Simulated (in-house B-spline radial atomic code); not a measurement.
**Correlation energy from the adiabatic connection: −Z/r, Z = 1.43, wall at 0.659 bohr**

Two electrons in a singlet, external potential −Z/r, Z = 1.43, wall at 0.659 bohr (atomic units). Full CI in B-splines (partial waves to l = 8, correlation up to 0.6 % small) with the density held fixed gives W(λ) = <V_ee>_λ − U, and E_c is the integral of W(λ) − W(0) from 0 to 1.

| λ | W(λ) − W(0) (hartree) |
| --- | --- |
| 0 | 0.00000 |
| 0.02 | -0.00208 |
| 0.05 | -0.00518 |
| 0.12 | -0.01235 |
| 0.25 | -0.02544 |
| 0.4 | -0.04018 |
| 0.6 | -0.05925 |
| 0.8 | -0.07767 |
| 1 | -0.09548 |

Question: Integrate the table by the trapezoid rule.

Answer: The strips give -0.00002, -0.00011, -0.00061, -0.00246, -0.00492, -0.00994, -0.01369, -0.01731, which sum to -0.04907 hartree. The direct value, W(1) − W(0) + T_c with T_c = 0.04637, is -0.04911; the curve is convex, so chords lie above it and the trapezoids fall short in size by 0.08 %.

Question: Now use only three numbers: W(0) = -2.8451, the initial slope W'(0) = -0.1039 (extrapolated from the first points) and the strong-coupling limit of the point-charge-plus-continuum model, W∞ = -3.0451. What do second-order theory and the interpolation W(λ) = W∞ + (W(0) − W∞)/√(1 + 2χλ) of Seidl, Perdew and Levy give?

Answer: Second order keeps the slope alone: E_c = W'(0)/2 = -0.05195, +6 % in size against -0.04911. Matching the slope fixes χ = W'(0)/(W∞ − W(0)) = -0.1039/(-0.20000) = 0.51950. Integrating, with s = √(1 + 2χ) = 1.427936, E_c = −(W(0) − W∞)(s − 1)/(s + 1) = −0.20000 × 0.427936/2.427936 = -0.03525 hartree, -28.2 % in size against the full result. At λ = 1 the formula gives W − W(0) = -0.05994 against -0.09548. Part of the miss can come from the model's W∞, which here lies above the computed W at λ = 10, -3.37606.
